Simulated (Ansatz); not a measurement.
CH6BFOSi can be A, `OC([SiH3])BF`, or B, `O[SiH2]CBF`.

Gas-phase electronic energies from Ansatz, PBE0-D4/def2-TZVP geometries. CCSD(T)/CBS adds triple-zeta CCSD(T) − MP2 to the extrapolated MP2 energy (def2 sets, frozen cores). Functionals use def2-TZVPP. B3LYP here is the variant with VWN-RPA as its local correlation; programs differ in this. Each species was taken in one conformer, which may not be the lowest.

Problem. Which isomer does CCSD(T)/CBS put lower? Give the gap. (Best estimate.)

Solution. Computed: B, by 52.8 kcal/mol.

Problem. Give E(B) − E(A) in kcal/mol with r2SCAN-D4, B2PLYP, PBE-D4, ωB97M-V, B3LYP-D4, B3LYP, HF/def2-TZVPP. (Best estimate.)

Solution. Computed: r2SCAN-D4 -51.7, B2PLYP -52.2, PBE-D4 -47.7, ωB97M-V -51.7, B3LYP-D4 -50.6, B3LYP -50.6, HF/def2-TZVPP -53.9. None reverses the order clearly.

Largest T1 diagnostic: 0.013.

From PBE to PBE0 (25 % exact exchange), in def2-TZVPP and without D4, E(B) − E(A) moves by −2.2 kcal/mol.
